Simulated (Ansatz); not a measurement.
`C[S][SnH2][Cl]` + H₂ → `[Cl][SnH3]` + CH₃SH at 400 K and 1 bar (hydrogenolysis of the Sn–S bond).

Gas-phase electronic energies from Ansatz, PBE0-D4/def2-TZVP geometries. CCSD(T)/CBS adds triple-zeta CCSD(T) − MP2 to the extrapolated MP2 energy (def2 sets, frozen cores). This one scheme is used for every species. Elements past krypton have def2 core potentials. For Sn outer-core shells are correlated without core-valence functions, which leaves a few kJ/mol of doubt a bond. Each species was taken in one conformer, which may not be the lowest.

| species | CCSD(T)/CBS energy (Eh) | H − E (kJ/mol) | S (J/(mol·K)) |
| --- | --- | --- | --- |
| `C[S][SnH2][Cl]` | -1112.69775 | 175.1 | 405.4 |
| H₂ | -1.17544 | 38.0 | 139.0 |
| `[Cl][SnH3]` | -675.62576 | 75.7 | 295.2 |
| CH₃SH | -438.22835 | 138.7 | 269.4 |

H − E and S are ideal-gas, rigid-rotor, harmonic terms from PBE0-D4/def2-TZVP, for one conformer and one mirror image of each species. The MP2-based limit puts H₂ 0.8 mEh under its directly extrapolated value; such offsets cancel only in part. 1 Eh = 2625.50 kJ/mol, R = 8.31446 J/(mol·K).

By hand: ΔE, ΔH, ΔS and ΔG.

ΔE = (-675.62576) + (-438.22835) − (-1112.69775) − (-1.17544) = 0.01908 Eh = 50.1 kJ/mol. Δ(H − E) = 75.7 + 138.7 − 175.1 − 38.0 = 1.3, so ΔH = 51.4 kJ/mol. ΔS = 295.2 + 269.4 − 405.4 − 139.0 = 20.2 J/(mol·K). ΔG = 51.4 − 400 × (20.2)/1000 = 43.3 kJ/mol.

By hand: the equilibrium constant, and the temperature at which ΔG would vanish if ΔH and ΔS stayed fixed.

log₁₀ K = −ΔG/(RT ln 10) = -5.7. ΔG = 0 at ΔH/ΔS = 2545 K, far beyond where these terms or the molecules hold.

ΔH outweighs TΔS. A doubt of 5 kJ/mol in ΔE shifts log₁₀ K by 0.7 here. Other conformers and mirror images would add mixing entropy, several J/(mol·K) or more a flexible species. Modes under 60 cm⁻¹, often nearly free rotors, make the harmonic entropy too high. These are equilibria of isolated gas molecules and say nothing of rates. Largest T1 diagnostic: 0.012 (customary marks: 0.02 for closed shells, 0.045 for open ones).
